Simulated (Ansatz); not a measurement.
Complex (SMILES): C#C (C2H2) with C[SiH3] (CH3-SiH3), atoms 1 to 4 the first; geometry from B3LYP-D3(BJ)/def2-TZVP, monomers rigid:
```xyz
12

C     -0.1165     0.4274    -0.3481
C     -0.5435    -0.4531     0.3410
H     -0.9236    -1.2325     0.9556
H      0.2711     1.2052    -0.9599
C      2.6297    -2.0608    -1.5202
Si     3.4368    -0.4101    -1.1513
H      2.6930    -2.2958    -2.5843
H      3.1200    -2.8641    -0.9671
H      1.5772    -2.0398    -1.2355
H      3.3716    -0.0937     0.2950
H      4.8630    -0.4218    -1.5626
H      2.7610     0.6825    -1.8956
```

Basis-set convergence of the uncorrected interaction energy at CCSD(T) with Ansatz (a program for electronic structure). Cartesian d functions, on some or all atoms, in 6-31G*, 6-31+G*, 6-311G**, 6-311+G**; all else is spherical. Cores are frozen. No added dispersion term, no relativity. Functions are those of the species that has most. Reference: the counterpoise-corrected one, Hartree-Fock in aug-cc-pV(Q+d)Z plus the correlation part extrapolated as X^-3 from aug-cc-pV(T+d)Z and aug-cc-pV(Q+d)Z, -1.46 kcal/mol, itself unsure by roughly 0.02 kcal/mol (a third of the extrapolation step and of the last Hartree-Fock step, counterpoise-corrected). Deviations are taken from unrounded values.

```tsv
basis	functions	uncorrected interaction energy (kcal/mol)
6-31G*	80	-1.37
6-31+G*	96	-1.19
def2-SVP	100	-1.31
def2-SVPD	148	-2.59
pcseg-1	100	-1.10
aug-pcseg-1	168	-3.13
cc-pV(D+d)Z	105	-1.19
aug-cc-pV(D+d)Z	173	-2.14
6-311G**	129	-1.20
6-311+G**	145	-1.37
def2-TZVP	178	-1.20
def2-TZVPD	226	-1.65
pcseg-2	236	-1.25
aug-pcseg-2	372	-2.15
cc-pV(T+d)Z	241	-1.30
aug-cc-pV(T+d)Z	377	-1.68
def2-TZVPP	247	-1.27
def2-TZVPPD	295	-1.59
cc-pV(Q+d)Z	469	-1.37
aug-cc-pV(Q+d)Z	697	-1.52
def2-QZVPP	481	-1.38
def2-QZVPPD	529	-1.44
```

What the diffuse functions change, pair by pair:
- 6-31G* to 6-31+G*: 16 more functions, deviation 0.09 to 0.27 kcal/mol
- def2-SVP to def2-SVPD: 48 more functions, deviation 0.15 to -1.13 kcal/mol
- pcseg-1 to aug-pcseg-1: 68 more functions, deviation 0.37 to -1.66 kcal/mol
- cc-pV(D+d)Z to aug-cc-pV(D+d)Z: 68 more functions, deviation 0.28 to -0.68 kcal/mol
- 6-311G** to 6-311+G**: 16 more functions, deviation 0.26 to 0.09 kcal/mol
- def2-TZVP to def2-TZVPD: 48 more functions, deviation 0.27 to -0.18 kcal/mol
- pcseg-2 to aug-pcseg-2: 136 more functions, deviation 0.21 to -0.68 kcal/mol
- cc-pV(T+d)Z to aug-cc-pV(T+d)Z: 136 more functions, deviation 0.16 to -0.22 kcal/mol
- def2-TZVPP to def2-TZVPPD: 48 more functions, deviation 0.19 to -0.13 kcal/mol
- cc-pV(Q+d)Z to aug-cc-pV(Q+d)Z: 228 more functions, deviation 0.09 to -0.05 kcal/mol
- def2-QZVPP to def2-QZVPPD: 48 more functions, deviation 0.08 to 0.02 kcal/mol

Leaving out the reference's own pair, they bring the value nearer the reference by more than 0.02 kcal/mol in 4 of 10 pairs.
